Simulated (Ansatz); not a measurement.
InBr3, SMILES [In]([Br])([Br])[Br].

Coordinates come from a PBE-D3(BJ)/def2-SVP optimisation. The isomer is the one that the SMILES or the coordinates give; other isomers of the formula were not compared. The def2 effective core potentials stand for the cores of In; spin–orbit coupling is left out.

Two levels are set side by side: PBE/def2-TZVPD (Ansatz, a program for electronic structure) and CAM-B3LYP/def2-TZVPD (Ansatz). Energy differences of separate SCF runs at the same geometry; the states with an electron removed or added have multiplicity 2 and 2. Differences are taken from unrounded values.

```tsv
quantity	CAM-B3LYP	PBE	PBE minus CAM-B3LYP
vertical ionisation energy (eV)	10.93	9.96	-0.98
vertical electron affinity (eV)	1.81	1.79	-0.02
vertical singlet–triplet gap (eV)	4.23	3.36	-0.88
```
